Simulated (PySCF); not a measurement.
## The electron affinity along the 5p block

Calculated with PySCF 2.14 from differences of total energies of unrestricted determinants, without spin-orbit coupling. Values in eV. The last column holds reference values (measured affinities from photodetachment; the arrow runs from anion to atom). Unmarked ones compare directly (S terms, centres of terms, or small fine structure); those marked * lie between the lowest fine-structure levels and include a spin-orbit shift.

```csv
element,configurations,SCS-MP2 (valence),CCSD (valence),CCSD(T) (valence),LDA,PBE,PBE0,reference
"In (dyall-av2z, non-relativistic)",[Kr] 4d10 5s2 5p2 → [Kr] 4d10 5s2 5p1,0.321,0.421,0.445,0.700,0.605,0.577,0.384 *
"Sb (dyall-av2z, non-relativistic)",[Kr] 4d10 5s2 5p4 → [Kr] 4d10 5s2 5p3,0.522,0.554,0.591,1.243,1.031,0.979,1.047 *
"Te (dyall-av2z, non-relativistic)",[Kr] 4d10 5s2 5p5 → [Kr] 4d10 5s2 5p4,1.791,1.787,1.824,2.409,2.177,2.149,1.971 *
"I (dyall-av2z, non-relativistic)",[Xe] → [Kr] 4d10 5s2 5p5,3.164,3.129,3.164,3.638,3.399,3.409,3.059 *
```

Task: Fill in the row of Sn (dyall-av2z, non-relativistic) ([Kr] 4d10 5s2 5p3 → [Kr] 4d10 5s2 5p2).

Result: SCS-MP2 (valence) 1.269; CCSD (valence) 1.359; CCSD(T) (valence) 1.382; LDA 1.628; PBE 1.508; PBE0 1.516; reference 1.112 * (eV).

The highest occupied level of the anion is positive for In⁻ at LDA, PBE, PBE0; Sn⁻ at LDA, PBE, PBE0; Sb⁻ at LDA, PBE, PBE0; Te⁻ at LDA, PBE, so there the basis helps to hold the electron.

"Valence" correlates the outer s and p shells and, in groups 3 to 12 and the f block, the outer d or f shell, open or full, or the next shell where the ion has no valence electron left; the wider scheme adds the next inner shell.
